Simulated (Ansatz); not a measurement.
Molecule: CH4BO2, net charge 0, doublet state. It need not be the lowest isomer of its formula. SMILES: B([O])(O)C
Structure (B3LYP-D3(BJ)/def2-TZVP (Ansatz, an electronic-structure program) minimum search):
```
B
O 1 1.3379
O 1 1.3716 2 123.46
H 3 0.9637 1 113.77 2 0.00
C 1 1.5868 2 116.34 3 -180.00
H 5 1.0878 1 114.06 2 0.00
H 5 1.0928 6 109.06 1 120.86
H 5 1.0928 6 109.06 7 118.28
```
Charge 0, spin multiplicity 2.

Computed values are from Ansatz. Valence correlation only, unless marked. Open shells are spin-unrestricted. No spin-orbit coupling. No relativistic terms. CBS(X,Y): correlation extrapolated as X^-3; Hartree-Fock from the larger set. The bracket is a focal-point correction in the basis named.

atomisation energy De: 3223.5 kJ/mol at RI-MP2/CBS(aug-cc-pVTZ,aug-cc-pVQZ)+[CCSD(T)-MP2]/aug-cc-pVTZ
total energy: -215.6346 Eh at RI-MP2/CBS(aug-cc-pVTZ,aug-cc-pVQZ)+[CCSD(T)-MP2]/aug-cc-pVTZ
dipole moment: 0.60 D at CCSD(T)/aug-cc-pVDZ
T1 diagnostic: 0.020 at CCSD/aug-cc-pVTZ
